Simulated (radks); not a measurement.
The numbers below are computed, except where a source is named.
Excited configurations of Te IV: one electron is placed in a higher orbital outside [Kr] 4d10 5s2. The ground configuration is [Kr] 4d10 5s2 5p1. Level of theory: non-relativistic Kohn-Sham, PBE, spin-polarised, spherical densities, point nucleus; open shells are filled with parallel spins first (spin-orbit coupling, left out, can overturn this in heavy ions); relativity is left out, which matters for an element this heavy (a radial shooting solver on a logarithmic mesh with Libxc functionals). Excitation = E - E(ground); binding = E(ion) - E, where the ion is the core of charge +4; n* = 4/sqrt(2 binding) in atomic units, and the quantum defect is n - n*.

[
 {"outer orbital": "4f", "excitation (eV)": "19.388", "binding (eV)": "17.157", "n*": "3.562", "eigenvalue (eV)": "-13.417"},
 {"outer orbital": "5d", "excitation (eV)": "13.499", "binding (eV)": "23.046", "n*": "3.073", "eigenvalue (eV)": "-19.696"},
 {"outer orbital": "5f", "excitation (eV)": "25.031", "binding (eV)": "11.514", "n*": "4.348", "eigenvalue (eV)": "-9.848"},
 {"outer orbital": "6s", "excitation (eV)": "15.604", "binding (eV)": "20.941", "n*": "3.224", "eigenvalue (eV)": "-18.805"},
 {"outer orbital": "6p", "excitation (eV)": "18.685", "binding (eV)": "17.859", "n*": "3.491", "eigenvalue (eV)": "-15.978"},
 {"outer orbital": "6d", "excitation (eV)": "23.398", "binding (eV)": "13.147", "n*": "4.069", "eigenvalue (eV)": "-11.625"},
 {"outer orbital": "6f", "excitation (eV)": "28.610", "binding (eV)": "7.935", "n*": "5.238", "eigenvalue (eV)": "-6.929"},
 {"outer orbital": "7s", "excitation (eV)": "24.124", "binding (eV)": "12.421", "n*": "4.186", "eigenvalue (eV)": "-11.132"},
 {"outer orbital": "7p", "excitation (eV)": "25.598", "binding (eV)": "10.947", "n*": "4.459", "eigenvalue (eV)": "-9.774"},
 {"outer orbital": "7d", "excitation (eV)": "27.969", "binding (eV)": "8.576", "n*": "5.038", "eigenvalue (eV)": "-7.693"},
 {"outer orbital": "7f", "excitation (eV)": "30.772", "binding (eV)": "5.772", "n*": "6.141", "eigenvalue (eV)": "-5.128"}
]

The Delta-SCF ionisation energy is 36.545 eV (NIST Atomic Spectra Database: 37.416 eV, measured). Self-interaction in the functional shifts the binding energies and quantum defects, so they are the method's values and not measured ones. Relativity is left out here, which matters for elements this heavy. Open shells are spherical and high-spin; term and fine-structure splittings are not resolved.
